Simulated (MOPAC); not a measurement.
Job for MOPAC: AM1 on ethylenediamine (SMILES NCCN), a point of a torsion scan.

```
AM1 1SCF PRECISE CHARGE=0 THREADS=1
C2H8N2

N      1.79784543 1     0.33470451 1    -0.26413287 1
C      0.57013168 1     0.17568275 1     0.49895456 1
C     -0.53882939 1    -0.36616986 1    -0.40777432 1
N     -1.72608511 1    -0.65224885 1     0.38181594 1
H      2.61560718 1     0.21398040 1     0.31823168 1
H      1.84241795 1     1.24013336 1    -0.71411305 1
H      0.22763559 1     1.10918902 1     0.97427421 1
H      0.73613092 1    -0.55702811 1     1.29108065 1
H     -0.19365225 1    -1.30032132 1    -0.85493282 1
H     -0.71590710 1     0.35387854 1    -1.22507793 1
H     -2.45479252 1    -1.03964516 1    -0.20747142 1
H     -2.08605878 1     0.20306168 1     0.79390725 1
```

The log:

```
*******************************************************************************
 **                                                                           **
 **                              MOPAC v23.2.5                                **
 **                                                                           **
 *******************************************************************************
 ** MOPAC's Digital Object Identifier: https://doi.org/10.5281/zenodo.6511958 **
 **                                                                           **
 ** Please cite the open-source release paper for use of this MOPAC version:  **
 ** J. E. Moussa and J. J. P. Stewart (2026)                                  **
 ** MOPAC: An open-source semiempirical molecular orbital program             **
 ** J. Open Source Softw., 11(119), 8025, https://doi.org/10.21105/joss.08025 **
 *******************************************************************************

                              AM1 CALCULATION RESULTS

 *******************************************************************************
 *  AM1        - The AM1 Hamiltonian to be used
 *
 *
 *
 *                 CHARGE ON SYSTEM = 0
 *
 *
 *
 *  PRECISE    - TIGHTER CRITERIA TO BE USED
 *  1SCF       - DO 1 SCF AND THEN STOP
 *  THREADS=1  - MULTI-THREADING NOT USED
 *  T=         - A TIME OF 172800.0 SECONDS REQUESTED
 *  DUMP=N     - RESTART FILE WRITTEN EVERY 7200.0 SECONDS REQUESTED
 *******************************************************************************
AM1 1SCF PRECISE CHARGE=0 THREADS=1
 C2H8N2

   ATOM   CHEMICAL          X               Y               Z
  NUMBER   SYMBOL      (ANGSTROMS)     (ANGSTROMS)     (ANGSTROMS)

     1       N          1.79784543  *   0.33470451  *  -0.26413287  *
     2       C          0.57013168  *   0.17568275  *   0.49895456  *
     3       C         -0.53882939  *  -0.36616986  *  -0.40777432  *
     4       N         -1.72608511  *  -0.65224885  *   0.38181594  *
     5       H          2.61560718  *   0.21398040  *   0.31823168  *
     6       H          1.84241795  *   1.24013336  *  -0.71411305  *
     7       H          0.22763559  *   1.10918902  *   0.97427421  *
     8       H          0.73613092  *  -0.55702811  *   1.29108065  *
     9       H         -0.19365225  *  -1.30032132  *  -0.85493282  *
    10       H         -0.71590710  *   0.35387854  *  -1.22507793  *
    11       H         -2.45479252  *  -1.03964516  *  -0.20747142  *
    12       H         -2.08605878  *   0.20306168  *   0.79390725  *



          CARTESIAN COORDINATES

    NO.       ATOM           X           Y           Z

     1         N          1.7978      0.3347     -0.2641
     2         C          0.5701      0.1757      0.4990
     3         C         -0.5388     -0.3662     -0.4078
     4         N         -1.7261     -0.6522      0.3818
     5         H          2.6156      0.2140      0.3182
     6         H          1.8424      1.2401     -0.7141
     7         H          0.2276      1.1092      0.9743
     8         H          0.7361     -0.5570      1.2911
     9         H         -0.1937     -1.3003     -0.8549
    10         H         -0.7159      0.3539     -1.2251
    11         H         -2.4548     -1.0396     -0.2075
    12         H         -2.0861      0.2031      0.7939

  H: (AM1): M.J.S. DEWAR ET AL, J. AM. CHEM. SOC. 107 3902-3909 (1985)
  C: (AM1): M.J.S. DEWAR ET AL, J. AM. CHEM. SOC. 107 3902-3909 (1985)
  N: (AM1): M.J.S. DEWAR ET AL, J. AM. CHEM. SOC. 107 3902-3909 (1985)

           Empirical Formula: C2 H8 N2  =    12 atoms



      MOLECULAR POINT GROUP   :   C1


      RHF CALCULATION, NO. OF DOUBLY OCCUPIED LEVELS = 13


 -------------------------------------------------------------------------------
 AM1 1SCF PRECISE CHARGE=0 THREADS=1
 C2H8N2



     1SCF WAS SPECIFIED, SO BFGS WAS NOT USED
     SCF FIELD WAS ACHIEVED


                              AM1 CALCULATION
                                                       MOPAC v23.2.5 Linux




          FINAL HEAT OF FORMATION =         -6.07830 KCAL/MOL =     -25.43162 KJ/MOL


          COSMO AREA              =        106.37 SQUARE ANGSTROMS
          COSMO VOLUME            =         89.11 CUBIC ANGSTROMS

          IONIZATION POTENTIAL    =          9.736669 EV
          HOMO LUMO ENERGIES (EV) =         -9.737  3.266
          NO. OF FILLED LEVELS    =         13
          MOLECULAR WEIGHT        =         60.0986         POINT GROUP:  C1

          MOLECULAR DIMENSIONS (Angstroms)

            Atom       Atom       Distance
            H    11    H     5     5.24947
            H     9    H     7     2.82326
            H    10    H     8     2.64150


          SCF CALCULATIONS        =          1





   ATOM   CHEMICAL          X               Y               Z
  NUMBER   SYMBOL      (ANGSTROMS)     (ANGSTROMS)     (ANGSTROMS)

     1       N          1.79784543  *   0.33470451  *  -0.26413287  *
     2       C          0.57013168  *   0.17568275  *   0.49895456  *
     3       C         -0.53882939  *  -0.36616986  *  -0.40777432  *
     4       N         -1.72608511  *  -0.65224885  *   0.38181594  *
     5       H          2.61560718  *   0.21398040  *   0.31823168  *
     6       H          1.84241795  *   1.24013336  *  -0.71411305  *
     7       H          0.22763559  *   1.10918902  *   0.97427421  *
     8       H          0.73613092  *  -0.55702811  *   1.29108065  *
     9       H         -0.19365225  *  -1.30032132  *  -0.85493282  *
    10       H         -0.71590710  *   0.35387854  *  -1.22507793  *
    11       H         -2.45479252  *  -1.03964516  *  -0.20747142  *
    12       H         -2.08605878  *   0.20306168  *   0.79390725  *

                             CARTESIAN COORDINATES

   1    N        1.797845430     0.334704510    -0.264132870
   2    C        0.570131680     0.175682750     0.498954560
   3    C       -0.538829390    -0.366169860    -0.407774320
   4    N       -1.726085110    -0.652248850     0.381815940
   5    H        2.615607180     0.213980400     0.318231680
   6    H        1.842417950     1.240133360    -0.714113050
   7    H        0.227635590     1.109189020     0.974274210
   8    H        0.736130920    -0.557028110     1.291080650
   9    H       -0.193652250    -1.300321320    -0.854932820
  10    H       -0.715907100     0.353878540    -1.225077930
  11    H       -2.454792520    -1.039645160    -0.207471420
  12    H       -2.086058780     0.203061680     0.793907250


           Empirical Formula: C2 H8 N2  =    12 atoms



      MOLECULAR POINT GROUP   :   C1


                  EIGENVALUES
 -37.17029 -33.80411 -27.19042 -22.37692 -17.45829 -16.82040 -15.75633 -15.12363
 -13.99553 -12.56824 -12.10412  -9.94548  -9.73667   3.26583   3.93225   4.14162
   4.22854   4.55277   4.87597   5.05777   6.05052   6.11858   6.18333   6.23309


              NET ATOMIC CHARGES AND DIPOLE CONTRIBUTIONS

  ATOM NO.   TYPE          CHARGE      No. of ELECS.   s-Pop       p-Pop
    1          N          -0.360813        5.3608     1.58510     3.77571
    2          C          -0.075174        4.0752     1.21624     2.85894
    3          C          -0.085261        4.0853     1.21873     2.86654
    4          N          -0.340297        5.3403     1.60409     3.73620
    5          H           0.150005        0.8500     0.84999
    6          H           0.143114        0.8569     0.85689
    7          H           0.047362        0.9526     0.95264
    8          H           0.096743        0.9033     0.90326
    9          H           0.103961        0.8960     0.89604
   10          H           0.046183        0.9538     0.95382
   11          H           0.141982        0.8580     0.85802
   12          H           0.132194        0.8678     0.86781
 DIPOLE           X         Y         Z       TOTAL
 POINT-CHG.     0.011     0.422     0.044     0.424
 HYBRID        -0.283     1.554    -0.052     1.580
 SUM           -0.272     1.975    -0.008     1.994


          ATOMIC ORBITAL ELECTRON POPULATIONS

     Atom    s        px        py        pz
    1  N   1.58510   1.03907   1.37814   1.35850
    2  C   1.21624   0.90204   0.99968   0.95722
    3  C   1.21873   0.90726   1.01481   0.94447
    4  N   1.60409   1.07921   1.30854   1.34846
    5  H   0.84999
    6  H   0.85689
    7  H   0.95264
    8  H   0.90326
    9  H   0.89604
   10  H   0.95382
   11  H   0.85802
   12  H   0.86781

 **********************
 *                    *
 * JOB ENDED NORMALLY *
 *                    *
 **********************




 == MOPAC DONE ==
```

The run finished.

Cost: very roughly 0.03 core-seconds.
